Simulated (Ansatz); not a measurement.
Molecule: C$_{5}$H$_{11}$O, net charge 0, doublet state. It need not be the lowest isomer of its formula. 
Geometry from a B3LYP-D3(BJ)/def2-TZVP (Ansatz, a program for electronic structure) optimisation:
```xyz
17

C     -2.6721    -0.6243    -0.3515
C     -1.4561     0.0546     0.2723
C     -0.1870    -0.1534    -0.5516
C      1.0518     0.5132     0.0592
C      2.2558     0.3732    -0.7955
O      1.2539    -0.0978     1.3422
H     -2.5196    -1.7031    -0.4338
H     -3.5695    -0.4610     0.2481
H     -2.8686    -0.2414    -1.3563
H     -1.2916    -0.3264     1.2813
H     -1.6453     1.1286     0.3728
H     -0.3294     0.2458    -1.5600
H      0.0225    -1.2221    -0.6574
H      0.8251     1.5811     0.1956
H      2.5144     1.1286    -1.5246
H      2.7944    -0.5658    -0.8024
H      2.0817     0.2385     1.7025
```
Charge 0, spin multiplicity 2.

Computed values are from Ansatz. Cores are frozen in the correlated levels unless marked. Open shells are spin-unrestricted. No spin-orbit coupling. No relativistic terms. Basis-set limits of correlation are two-point, X^-3; Hartree-Fock from the larger set. [CCSD(T)-MP2]/basis is that difference in the basis named.

Question: What is the dipole moment at CCSD(T)/aug-cc-pVDZ?

Answer: 1.33 D.

Question: What is the atomisation energy De at RI-MP2/CBS(cc-pVTZ,cc-pVQZ)+[CCSD(T)-MP2]/cc-pVTZ?

Answer: 1587.6 kcal/mol.

Question: What is the T1 diagnostic at CCSD/cc-pVTZ?

Answer: 0.011.

Question: What is the total energy at RI-MP2/CBS(cc-pVTZ,cc-pVQZ)+[CCSD(T)-MP2]/cc-pVTZ?

Answer: -271.9906 Eh.
